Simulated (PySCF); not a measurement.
Gas-phase XPS of `[SiH3]C[Si@@H]([SiH3])[GeH3]`, computed

CH12GeSi3.
Z-matrix (Å and degrees, PBE0-D3(BJ)/def2-SVP geometry), rows numbered from 1:
```
Si
C   1  1.8820
Si  2  1.8932  1  115.27
Si  3  2.3482  2  111.59  1   -58.20
Ge  3  2.3889  2  110.72  1    63.10
H   1  1.4956  2  110.12  3   -60.20
H   1  1.4955  2  110.22  3    59.20
H   1  1.4950  2  110.96  3   179.55
H   2  1.1038  1  108.59  3   121.88
H   2  1.1038  1  108.78  3  -122.13
H   3  1.4997  2  109.67  1  -178.11
H   4  1.4957  3  110.59  2    70.74
H   4  1.4956  3  109.54  2  -169.81
H   4  1.4973  3  111.03  2   -49.77
H   5  1.5425  3  110.61  2    44.96
H   5  1.5406  3  111.04  2   -75.12
H   5  1.5406  3  110.35  2   164.96
```

Computed, not measured: delta-SCF UKS SCAN, pcX-2 on the ionised atom, pcseg-1 elsewhere, spin-free X2C (PySCF 2.14.0). Each binding energy is the total energy of the core-ionised species, with the hole localised on one atom, minus that of the ground state; both are solved self-consistently, so orbital relaxation is included.

Q: Give the core binding energies atom by atom.

A: 
```
atom(s)        bonded to     level  binding energy (eV)  2p1/2 (eV)  above the level's lowest (eV)  count
    Si3  C, H, Ge and Si  Si 2p3/2               106.10      106.72                           0.00      1
    Si4       3 H and Si  Si 2p3/2               106.33      106.95                          +0.23      1
    Si1        C and 3 H  Si 2p3/2               106.67      107.30                          +0.57      1
     C2     2 H and 2 Si      C 1s               289.92           –                           0.00      1
    Si3  C, H, Ge and Si     Si 1s              1845.83           –                           0.00      1
    Si4       3 H and Si     Si 1s              1846.04           –                          +0.21      1
    Si1        C and 3 H     Si 1s              1846.44           –                          +0.61      1
```

The listed Si 1s values span 0.61 eV, from Si3 (bonded to C, H, Ge and Si) to Si1 (bonded to C and 3 H). Summing the Pauling electronegativity differences to the bonded atoms, each weighted by its formal bond order, gives +1.06 for the lowest site and +1.55 for the highest; no listed site has a larger sum than the highest. The smallest sum, +0.90, belongs to Si4, 0.21 eV above the lowest.

Lowest listed Si 2p3/2: Si3, bonded to C, H, Ge and Si. Highest, 0.57 eV above it: Si1, bonded to C and 3 H. The widest gap between neighbouring values is 0.34 eV, between 106.33 and 106.67 eV. Summing the Pauling electronegativity differences to the bonded atoms, each weighted by its formal bond order, gives +1.06 for the lowest site and +1.55 for the highest; no listed site has a larger sum than the highest. The smallest sum, +0.90, belongs to Si4, 0.23 eV above the lowest.

Q: Which effective nuclear charge Zeff reproduces each element's mean 1s value in the hydrogen-like formula E = 13.606 eV × Zeff²?

A: C (Z = 6): mean 289.9 eV, Zeff = 4.62, Z − Zeff = 1.38; Si (Z = 14): mean 1846.1 eV, Zeff = 11.65, Z − Zeff = 2.35. Means run over the listed sites, weighted by atom count.

For 2p shells one spin-free hole was relaxed; a mean-field spin–orbit operator and the ground-state splitting of the three 2p orbitals were then diagonalised within the shell. The shell's mean is (2 × 2p3/2 + 2p1/2)/3, and the degeneracies 2j + 1 give areas of 2:1. 2p1/2 minus 2p3/2 (ligand field included): Si 0.62 eV. No level of germanium is listed. Geometry: PBE0-D3(BJ)/def2-SVP, one conformer, isolated molecule.
